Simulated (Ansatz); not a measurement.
One change: `C=[C](Cl)[AlH][F]` becomes `C=C(S)Cl`.

Ansatz, PBE0-D4/def2-TZVP geometries, multiplicity 1. Each molecule was computed in one conformer, which needn't be the lowest.

```
                                                                                  property  `C=[C](Cl)[AlH][F]`
                                                        LUMO energy (PBE0/def2-TZVPP) / eV                -1.68
                                                         LUMO energy (PBE/def2-TZVPP) / eV                -2.51
                                                      HOMO–LUMO gap (PBE0/def2-TZVPP) / eV                 6.12
ideal-gas entropy at 298 K and 1 bar (rigid rotor, harmonic PBE0-D4/def2-TZVP) / J/(mol·K)                  345
                                                     LUMO energy (ωB97M-V/def2-TZVPP) / eV                 0.12
                                                       HOMO energy (B3LYP/def2-TZVPP) / eV                -7.55
```

Problem. What does the change do to each property? (Best estimate.)

Solution. The calculation gave: 
| property | `C=C(S)Cl` | shift |
| --- | --- | --- |
| LUMO energy (PBE0/def2-TZVPP) / eV | -0.59 | 1.09 |
| LUMO energy (PBE/def2-TZVPP) / eV | -1.56 | 0.95 |
| HOMO–LUMO gap (PBE0/def2-TZVPP) / eV | 6.42 | 0.30 |
| ideal-gas entropy at 298 K and 1 bar (rigid rotor, harmonic PBE0-D4/def2-TZVP) / J/(mol·K) | 303 | -42 |
| LUMO energy (ωB97M-V/def2-TZVPP) / eV | 1.52 | 1.40 |
| HOMO energy (B3LYP/def2-TZVPP) / eV | -6.78 | 0.77 |

With PBE0 the HOMO rises by 0.79 eV and the LUMO rises by 1.09 eV, so the gap widens by about 0.30 eV. PBE moves the HOMO by 0.77 eV and ωB97M-V by 0.83 eV. The zero-point energy changes by 0.7 kJ/mol with -3 modes.

B3LYP here is the variant with VWN-RPA as its local correlation; programs differ in this.
